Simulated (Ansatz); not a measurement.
`O=C=N[SiH](F)Cl` + `C[CH2][AlH2]` → `C[SiH](Cl)N=C=O` + `F[CH2][AlH2]` at 500 K and 1 bar (redistribution).

Gas-phase electronic energies from Ansatz, PBE0-D4/def2-TZVP geometries. CCSD(T)/CBS is the MP2 limit (def2-TZVPP, def2-QZVPP) plus CCSD(T) − MP2 in def2-TZVPP, frozen cores. One conformer a species, not always the lowest.

```
          species  CCSD(T)/CBS energy (Eh)  H − E (kJ/mol)  S (J/(mol·K))
`O=C=N[SiH](F)Cl`              -1017.33874           115.3          418.1
   `C[CH2][AlH2]`               -322.31200           241.1          361.4
`C[SiH](Cl)N=C=O`               -957.35236           211.2          446.7
   `F[CH2][AlH2]`               -382.22364           142.2          336.3
```

H − E and S are ideal-gas, rigid-rotor, harmonic terms from PBE0-D4/def2-TZVP, for one conformer and one mirror image of each species. 1 Eh = 2625.50 kJ/mol, R = 8.31446 J/(mol·K).

By hand: ΔE, ΔH, ΔS and ΔG.

ΔE = (-957.35236) + (-382.22364) − (-1017.33874) − (-322.31200) = 0.07474 Eh = 196.2 kJ/mol. Δ(H − E) = 211.2 + 142.2 − 115.3 − 241.1 = -3.0, so ΔH = 193.2 kJ/mol. ΔS = 446.7 + 336.3 − 418.1 − 361.4 = 3.5 J/(mol·K). ΔG = 193.2 − 500 × (3.5)/1000 = 191.4 kJ/mol.

By hand: the equilibrium constant, and the temperature at which ΔG would vanish if ΔH and ΔS stayed fixed.

log₁₀ K = −ΔG/(RT ln 10) = -20.0. ΔG = 0 at ΔH/ΔS = 55200 K, far beyond where these terms or the molecules hold.

The number of gas molecules stays the same, so ΔS is small and ΔH decides. A doubt of 5 kJ/mol in ΔE shifts log₁₀ K by 0.5 here. Other conformers and mirror images would add mixing entropy, several J/(mol·K) or more a flexible species. Modes under 60 cm⁻¹, often nearly free rotors, make the harmonic entropy too high. These are equilibria of isolated gas molecules and say nothing of rates. Largest T1 diagnostic: 0.014 (customary marks: 0.02 for closed shells, 0.045 for open ones).
